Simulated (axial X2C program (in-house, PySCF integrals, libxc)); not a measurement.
Spin–orbit effects down a group: molecules with C (ions), HF

Calculated with an axial X2C code built on PySCF integrals, spin-free (one-electron X2C) or two-component (2c: spin–orbit coupling with atomic mean-field Coulomb and Gaunt terms, which also bring small scalar terms), in Dyall basis sets with cores contracted in-house; open shells are unrestricted.

Basis sets: Al dyall-av3z, B dyall-av3z, C dyall-av3z, Ga dyall-acv3z.

| molecule | spin-free state | Re (Å) | ωe (cm⁻¹) | De (eV) | 2c state | Re 2c (Å) | ωe 2c (cm⁻¹) | De 2c (eV) |
| --- | --- | --- | --- | --- | --- | --- | --- | --- |
| BC⁻ | M_S = 1, Λ = 1 | 1.398 | 1473.5 | 3.12 | Ω = 2 | 1.398 | 1473.3 | 3.12 |
| AlC⁻ | M_S = 1, Λ = 1 | 1.980 | 566.8 | 2.16 | Ω = 2 | 1.980 | 566.6 | 2.16 |
| GaC⁻ | M_S = 1, Λ = 1 | 2.045 | 456.8 | 1.76 | Ω = 2 | 2.045 | 454.7 | n/a |

(1) Work out the shifts from the spin-free to the two-component result.

Fragments in 2c: C- + B, Al + C-, Ga + C-. Each entry is the lowest single determinant of a limited PBE0 search at one distance. De goes to single-determinant-based atoms at the same level (for ions the charge split of lowest energy) and is withheld (n/a) where an atom does not fit its ground term or J level. Main or longest-lived isotopes. One determinant is a doubtful description, or other states lie close, for BC⁻, AlC⁻, GaC⁻; these need not be ground states, and all values refer to the states named. Some open-shell Ω = 0 determinants are out of reach, so the Ω given for BC⁻, AlC⁻, GaC⁻ need not be the lowest component. With several unpaired electrons the Ω given is that of one determinant, not necessarily of the lowest component. Some light 2c atoms are not at their ground J level, so De misses part of their lowering (0.04 eV or less).

## Answers

(1) 

```
molecule  2c state  ΔRe (Å)  Δωe (cm⁻¹)  ΔDe (eV)
     BC⁻     Ω = 2    0.000        -0.2      0.00
    AlC⁻     Ω = 2    0.000        -0.2      0.00
    GaC⁻     Ω = 2    0.000        -2.1       n/a
```

Shifts of one unit in the last digit are rounding.
